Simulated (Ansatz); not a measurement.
Two isomers of C3H8SSi: A = `C=C([SiH3])SC`, B = `CS[SiH]1CC1`.

Isolated molecules relaxed with PBE0-D4/def2-TZVP in Ansatz; ΔE leaves out vibrations. CCSD(T)/CBS is the MP2 limit (def2-TZVPP, def2-QZVPP) plus CCSD(T) − MP2 in def2-TZVPP, frozen cores. Functionals use def2-TZVPP. B3LYP here is the variant with VWN-RPA as its local correlation; programs differ in this. One conformer a species, not always the lowest.

A:

```xyz
13

C    -1.838    1.160    0.312
C    -0.658    0.576    0.076
Si   -0.588   -0.937   -1.021
S     0.804    1.331    0.684
C     1.975   -0.032    0.757
H    -2.749    0.771   -0.129
H    -1.931    2.046    0.934
H    -1.961   -1.200   -1.519
H    -0.108   -2.129   -0.272
H     0.336   -0.717   -2.165
H     1.655   -0.801    1.459
H     2.153   -0.469   -0.227
H     2.910    0.402    1.111
```

B:

Z-matrix (Å, degrees):
```
C
S 1 1.819
H 1 1.090 2 106.6
H 1 1.089 2 110.9 3 118.8
H 1 1.090 2 111.2 3 -118.4
Si 2 2.109 1 100.4 3 178.8
C 6 1.846 2 120.4 1 85.9
C 6 1.841 2 117.7 1 143.2
H 6 1.480 2 115.6 1 -66.8
H 7 1.086 6 119.3 2 -150.7
H 7 1.085 6 119.2 2 -5.0
H 8 1.085 6 119.3 2 144.5
H 8 1.085 6 119.0 2 -0.4
```

Task: Which isomer does CCSD(T)/CBS put lower? Give the gap. (Best estimate.)

Result: The calculation gave: B, by 12.3 kcal/mol.

Task: Give E(B) − E(A) in kcal/mol with ωB97M-V, CCSD(T)/def2-TZVPP, B3LYP-D4, MP2/def2-TZVPP, HF/def2-TZVPP, r2SCAN-D4, PBE0-D4. (An estimate is asked.)

Result: Ansatz gave: ωB97M-V -14.1, CCSD(T)/def2-TZVPP -11.7, B3LYP-D4 -10.0, MP2/def2-TZVPP -14.0, HF/def2-TZVPP -7.9, r2SCAN-D4 -15.0, PBE0-D4 -16.2. None reverses the order clearly.

Largest T1 diagnostic: 0.012.

In def2-TZVPP, CCSD(T) changes the Hartree–Fock value by −3.7 kcal/mol (the triples alone add +0.3 kcal/mol) and MP2 by −6.1 kcal/mol. The D4 term adds +1.2 kcal/mol with B3LYP and +0.6 kcal/mol with PBE0; it sums over pairs of atoms, weighted by their polarisabilities, and B3LYP, whose exchange is more repulsive, gets the larger term.
